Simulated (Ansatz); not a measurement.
Species: CuCl, charge 1, multiplicity 2. The spin state was set by rule; other spins were not relaxed. 
Geometry from a B3LYP-D3(BJ)/def2-TZVP (Ansatz, a first-principles code) optimisation:
```xyz
2

Cu     0.0000     0.0000    -0.7798
Cl     0.0000     0.0000     1.3303
```
Charge +1, spin multiplicity 2.

Total electronic energies in hartree. Valence correlation only, unless marked. Open shells are spin-unrestricted. No spin-orbit coupling. The frozen core is the preceding noble-gas configuration, with the filled d and f shells of earlier blocks. No relativistic terms. FCI takes restricted orbitals. CBS(X,Y): correlation extrapolated as X^-3; Hartree-Fock from the larger set. The program attaches cautions to a run behind MP2/STO-3G: large difference.

```json
[
 {"level": "PBE0/def2-SVP", "program": "Ansatz", "energy (Eh)": "___"},
 {"level": "CAM-B3LYP/def2-TZVPD", "program": "Ansatz", "energy (Eh)": "___"},
 {"level": "RPA@PBE/def2-TZVPP", "program": "Ansatz", "energy (Eh)": "-2099.00211"},
 {"level": "MP2/STO-3G", "program": "Ansatz", "energy (Eh)": "-2074.91168"},
 {"level": "CCSD(T)/def2-TZVPPD", "program": "Ansatz", "energy (Eh)": "-2098.79207"},
 {"level": "CCSD(T)/def2-QZVPPD", "program": "Ansatz", "energy (Eh)": "-2098.88982"},
 {"level": "FCI/STO-3G", "program": "Ansatz", "energy (Eh)": "___"},
 {"level": "CCSD(T)/CBS(def2-TZVPP,def2-QZVPP)", "program": "Ansatz", "energy (Eh)": "-2098.9225"},
 {"level": "CCSD(T)/CBS(def2-TZVPPD,def2-QZVPPD)", "program": "Ansatz", "energy (Eh)": "-2098.9220"}
]
```

### Question
Some entries are withheld; supply them.

### Answer

- PBE0/def2-SVP, energy (Eh): -2099.61306
- CAM-B3LYP/def2-TZVPD, energy (Eh): -2100.51792
- FCI/STO-3G, energy (Eh): -2074.92171
